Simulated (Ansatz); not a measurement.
Cost and result for the atomization energy of C₂H₈NSb, SMILES `CC[NH][SbH2]` (12 atoms, 11 bonds).

| atom | x (Å) | y (Å) | z (Å) |
| --- | --- | --- | --- |
| C1 | 1.037 | -1.224 | 0.723 |
| C2 | 0.204 | -0.349 | -0.193 |
| N3 | -0.370 | 0.770 | 0.533 |
| Sb4 | -1.613 | 2.048 | -0.432 |
| H5 | 0.434 | -1.590 | 1.557 |
| H6 | 1.882 | -0.664 | 1.136 |
| H7 | 1.441 | -2.081 | 0.180 |
| H8 | -0.624 | -0.935 | -0.607 |
| H9 | 0.814 | -0.031 | -1.054 |
| H10 | 0.342 | 1.280 | 1.041 |
| H11 | -0.862 | 1.979 | -1.987 |
| H12 | -2.684 | 0.796 | -0.897 |

Charge 0, multiplicity 1. Correlated methods include outer-core shells of Sb, which these sets cover unevenly. Sb takes the def2 core potential. All single points use the PBE0-D4/def2-TZVP geometry. It is one conformer, not always the lowest. Program: Ansatz. All runs use 4 threads of an Arm Neoverse V1 on a shared host. Times are those of one run each, without the atoms' runs, and a repeat can differ threefold. Electronic energies, without spin–orbit coupling; frozen cores. CCSD(T)/CBS adds CCSD(T) − MP2 in def2-TZVPP to the MP2 limit, and its time is that of the two runs behind it. T1 = 0.012. With those shells the extrapolation isn't a true limit. B3LYP takes the VWN-RPA correlation (the form of Gaussian; ORCA's B3LYP/G).

CCSD(T)/CBS is a level of theory with its own doubt, some kJ/mol a heavy atom from the limit and from the frozen cores, so smaller differences don't rank the functionals.

```tsv
level	functions	wall time	atomization (kcal/mol)	difference from CCSD(T)/CBS	per bond
PBE-D4/def2-TZVPP (with forces)	255	2.9 s	975.5	16.3	1.5
PBE0-D4/def2-TZVPP	255	3.4 s	958.0	-1.2	-0.1
B3LYP-D4/def2-TZVPP (with forces)	255	5.5 s	964.2	5.0	0.5
r2SCAN-D4/def2-TZVPP (with forces)	255	6 s	954.0	-5.2	-0.5
B2PLYP/def2-TZVPP	255	7 s	947.8	-11.4	-1.0
ωB97X-V/def2-TZVPP	255	9 s	964.7	5.5	0.5
ωB97M-V/def2-TZVPP (with forces)	255	13 s	959.4	0.2	0.0
MP2/def2-QZVPP	493	28 s	947.0	-12.2	-1.1
CCSD(T)/def2-TZVPP	255	4.7 min	932.3	-26.9	-2.4
CCSD(T)/CBS(def2)	–	5.1 min	959.2	0.0	0.0
```

In def2-TZVPP, CCSD(T) changes the Hartree–Fock value by +262.1 kcal/mol (the triples alone add +13.8 kcal/mol) and MP2 by +260.7 kcal/mol; breaking electron pairs costs correlation energy, which Hartree–Fock lacks. From PBE to PBE0 (25 % exact exchange), in def2-TZVPP and without D4, the atomization energy moves by −16.6 kcal/mol: exact exchange takes away binding that semilocal exchange gives to molecules. The D4 term adds +9.1 kcal/mol with B3LYP and +4.8 kcal/mol with PBE0; it sums over pairs of atoms, weighted by their polarisabilities, and B3LYP, whose exchange is more repulsive, gets the larger term.
